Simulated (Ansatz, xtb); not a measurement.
**BH7N2Si: which of two isomers lies lower**

Structure I is `NB(N)[SiH3]`, a singlet and structure II is `NBN[SiH3]`, a singlet. Both are isolated molecules in the gas phase, relaxed with PBE0-D3(BJ)/def2-SVP; the shapes shown needn't be the lowest conformers.

I (Å):

```xyz
11

B     0.3682   -0.0333    1.4051
N     0.6114    1.3583    1.3822
N     1.4188   -0.9756    1.4716
Si   -1.5488   -0.7008    1.2940
H     1.5367    1.7685    1.4095
H    -0.1285    2.0435    1.3527
H     2.3991   -0.7245    1.5049
H     1.2603   -1.9713    1.5067
H    -1.9899   -0.9142   -0.1254
H    -2.5230    0.2687    1.8986
H    -1.7338   -2.0148    1.9967
```

II (Å):

```xyz
11

B     1.0951    0.1590    1.8920
N     1.0092    1.2217    0.9754
N     0.0905   -0.8547    2.0161
Si   -1.3788   -1.0600    1.1047
H     0.2318    1.3830    0.3490
H     1.7218    1.9345    0.9275
H     2.0704    0.1016    2.6108
H     0.2943   -1.5706    2.7041
H    -1.9095    0.2851    0.7229
H    -2.3847   -1.7730    1.9482
H    -1.1985   -1.8451   -0.1580
```

Quicker runs give these differences E(II) − E(I): GFN2-xTB −30.6 kcal/mol; HF/STO-3G −17.6 kcal/mol (at GFN2-xTB geometries); r2SCAN-D4/def2-SVP −13.0 kcal/mol (at GFN2-xTB geometries).

Estimate E(II) − E(I) at the level CCSD(T)/def2-SVP + ΔMP2/def2-TZVPP.

Calculated at CCSD(T)/def2-SVP + ΔMP2/def2-TZVPP: E(II) − E(I) = −15.9 kcal/mol, so structure II lies lower.

The same difference at several levels:

| level | geometry | E(II) − E(I) (kcal/mol) | departure from the last row (kcal/mol) | job, with rough time for the two |
| --- | --- | --- | --- | --- |
| GFN2-xTB | GFN2-xTB | −30.6 | −14.7 | optimisation, 0.24 s |
| HF/STO-3G | GFN2-xTB | −17.6 | −1.7 | single point, 0.28 s |
| r2SCAN-D4/def2-SVP | GFN2-xTB | −13.0 | +2.9 | single point, 3.6 s |
| PBE0-D3(BJ)/def2-SVP | PBE0-D3(BJ)/def2-SVP | −11.2 | +4.7 | optimisation, 67 s |
| HF/def2-SVP | PBE0-D3(BJ)/def2-SVP | −17.5 | −1.6 | part of the CCSD(T) run |
| MP2/def2-SVP | PBE0-D3(BJ)/def2-SVP | −15.5 | +0.4 | part of the CCSD(T) run |
| CCSD(T)/def2-SVP | PBE0-D3(BJ)/def2-SVP | −14.2 | +1.7 | single point |
| CCSD(T)/def2-SVP + ΔMP2/def2-TZVPP | PBE0-D3(BJ)/def2-SVP | −15.9 |  | single point, 18 s |

As drawn, II has 1 N–Si, 1 B–H in place of 1 B–Si, 1 N–H.

The levels shown agree on the order. The largest departure from CCSD(T)/def2-SVP + ΔMP2/def2-TZVPP is that of GFN2-xTB, 14.7 kcal/mol. The last row adds to CCSD(T) the change of the MP2 difference between the two basis sets, here −1.7 kcal/mol.

With harmonic frequencies from PBE0-D3(BJ)/def2-SVP (ideal gas, rigid rotor, one conformer each, 298.15 K, 1 atm): on the last row, ΔE + ΔZPE = −16.0 kcal/mol. A mode under 50 cm⁻¹ makes harmonic enthalpies and free energies unreliable, so none is given.

The correlated steps freeze 8 core orbitals. Run with Ansatz 0.2.0, xtb 6.7.1; the last row on 2 threads of Arm Neoverse V2 on a shared host.
